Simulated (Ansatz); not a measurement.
F$_{2}$Sc (SMILES [F][Sc+][F]), charge +1, singlet, at a GFN2-xTB geometry (such geometries of metal compounds can be far from the true shape) (the multiplicity is a formal guess); REVPBE/6-31G** in Ansatz (a first-principles code).

Ansatz was given this input:
Ansatz 0.2 input:
```yaml
crystal:
  periodic: [false, false, false]
  atoms:
    - {symbol: Sc, position_ang: [0.28637598, 0.13181402, 0.09608983]}
    - {symbol: F, position_ang: [-0.53787985, 1.05786481, -1.16690985]}
    - {symbol: F, position_ang: [-0.13033078, -1.36543086, 0.94270025]}
basis:
  gaussian:
    orbitals: 6-31G__.json
hamiltonian:
  xc: revpbe
total_charge: 1
```
The basis file holds 6-31G** in the JSON format of the Basis Set Exchange.

The log (banner, timings and long lists left out):

```
Functional definition: revPBE
675 factors; their error is unknown
mean field evaluation 1: about -26101.4490 eV, gradient 1.2e2 eV
mean field evaluation 2: about -25328.8370 eV, gradient 5.0e2 eV
mean field evaluation 4: about -26123.2438 eV, gradient 2.5e1 eV
mean field evaluation 8: about -26124.4468 eV, gradient 1.0e-1 eV
mean field -26124.44683030 eV, -960.0557132275 hartree, gradient 2.5e-5 eV, S^2 0.000000; 0 other end points of the search recorded, 0 dependent functions left out
reference -26124.44693090 eV, -960.0557169246 hartree; 19, 19 occupied and 47, 47 virtual orbitals, 675 factors
Total energy: -26124.44693090 eV, -960.0557169246 hartree
```
